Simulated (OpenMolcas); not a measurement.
What dynamic correlation does to the levels of Mn3+

```yaml
Program: OpenMolcas 26.06
Basis: ANO-RCC-VTZP [6s5p3d2f1g]
Scalar_Hamiltonian: DKH2, point nucleus
Active_space: 4 electrons in 10 orbitals (3d 4d)
State_averaging: 2S+1 = 5 even, 5 roots; 2S+1 = 3 even, 45 roots; 2S+1 = 1 even, 44 roots
Spin-orbit_coupling: state interaction with AMFI integrals over the reference wave functions, term energies averaged over their components
```

Methods on the same reference wave functions:
A. CASSCF
B. SS-CASPT2, IPEA 0.25 Eh, imaginary shift 0.1 Eh (closed shells correlated: 3s 3p)
C. MS-CASPT2, IPEA 0.25 Eh, imaginary shift 0.1 Eh (closed shells correlated: 3s 3p)
D. XMS-CASPT2, IPEA 0.25 Eh, imaginary shift 0.1 Eh (closed shells correlated: 3s 3p)

Energies in cm⁻¹ above 3d⁴ ⁵D₀, the measured ground level; measured values from Corliss and Sugar, J. Phys. Chem. Ref. Data 6, 1253 (1977).

| Level | A | B | C | D | Measured |
| --- | --- | --- | --- | --- | --- |
| 3d⁴ ⁵D₀ | 0.0 | 0.0 | 0.0 | 0.0 | 0.0 |
| 3d⁴ ⁵D₁ | 102 | 104 | 104 | 103 | 99.0 |
| 3d⁴ ⁵D₂ | 303 | 306 | 306 | 305 | 287 |
| 3d⁴ ⁵D₃ | 595 | 598 | 598 | 597 | 552 |
| 3d⁴ ⁵D₄ | 969 | 972 | 972 | 971 | 886 |
| 3d⁴ ³H₄ | 22821 | 21740 | 21740 | 22580 | 21281 |
| 3d⁴ ³H₅ | 23047 | 21980 | 21980 | 22820 | 21475 |
| 3d⁴ ³H₆ | 23301 | 22240 | 22240 | 23080 | 21679 |
| 3d⁴ ³P₀(1) | 24497 | 21140 | 21140 | 22330 | 20654 |
| 3d⁴ ³P₁(1) | 25097 | 21760 | 21750 | 22950 | 21279 |
| 3d⁴ ³P₂(1) | 26174 | 22830 | 22830 | 24030 | 22325 |
| 3d⁴ ³F₂(1) | 26265 | 23340 | 23340 | 24560 | 22791 |
| 3d⁴ ³F₃(1) | 26344 | 23430 | 23430 | 24640 | 22862 |
| 3d⁴ ³F₄(1) | 26474 | 23560 | 23560 | 24760 | 22959 |
| 3d⁴ ³G₃ | 28783 | 26100 | 26100 | 26960 | 25440 |
| 3d⁴ ³G₄ | 29053 | 26380 | 26380 | 27230 | 25671 |
| 3d⁴ ³G₅ | 29285 | 26620 | 26620 | 27470 | 25878 |
| 3d⁴ ¹I₆ | 34503 | 33020 | 33020 | 33700 |  |
| 3d⁴ ¹G₄(1) | 36261 | 32460 | 32460 | 33280 |  |
| 3d⁴ ³D₃ | 37386 | 32290 | 32290 | 33200 | 31385 |
| 3d⁴ ³D₂ | 37459 | 32370 | 32370 | 33270 | 31474 |
| 3d⁴ ³D₁ | 37540 | 32450 | 32450 | 33350 | 31581 |
| 3d⁴ ¹S₀ | 42179 | 35060 | 35060 | 36170 |  |
| 3d⁴ ¹D₂ | 45155 | 41060 | 41060 | 41480 |  |

Deviations, from unrounded energies. A percentage is the sum of absolute deviations over the sum of measured energies, with the sign that they share, or ± where signs differ.

```csv
Against measurement,Levels,A,B,C,D
mean absolute deviation (cm-1),19,2900,510,510,1300
fine structure of the ground term (%),4,+8.0,+8.5,+8.5,+8.4
other terms of the ground configuration (%),15,+14.9,+2.6,+2.6,+6.6
```

B, C lie about equally close to measurement and A furthest from it. The largest miss of C in the table is 3d⁴ ³D₃, by +910 cm-1. The ranking rests on the paired levels alone, and a cruder setting can come out closer through cancelling errors.

Among B to D the level of the table that moves most is 3d⁴ ³F₂(1), by 1200 cm-1 (lowest in B, highest in D). Moves below CASPT2's spread within the term are not significant.

The mean deviations of B to D differ by less than CASPT2's widest spread within a term (960 cm-1), so their order carries little weight.

From A to B the spin-free energies of the other terms of 3d⁴ shown, above ⁵D, scale by factors of 0.83 to 0.96, as is usual when dynamic correlation screens the repulsion within a d or f shell.

The lowest spin-free term lies below A's lowest term by 0.343 hartree in B, 0.343 hartree in C, 0.348 hartree in D.

Term energies are means over components that CASPT2 splits; among the terms shown or strongly mixed into the levels shown the widest spread is 960 cm-1 (3d⁴ ¹I, C). Active for correlation alone: 4d; no level in the range computed is led by a configuration that fills it, so any true level of that kind is missing. The CASPT2 spread within a term exceeds the gap to the next term for 3d⁴ ³D and 3d⁴ ¹G(1), so the order of their levels is uncertain (figures for B; the like holds for C, D). Without dynamic correlation excited terms often stand tens of per cent too high (terms of higher spin than the ground term too low), and those without a measured partner can miss by more than the paired ones (holds for A). Computed and measured levels are paired by configuration, term and J; levels that our copy of the source lacks, or whose pairing is in doubt (as where it misses far off the trend of its configuration), stay unpaired and out of the deviations. Levels of configurations outside the active space are missing. The table leaves out levels that lie high or whose names do not pair safely across all columns.

A number in round brackets counts repeated terms of one configuration in the order of the reference energies.
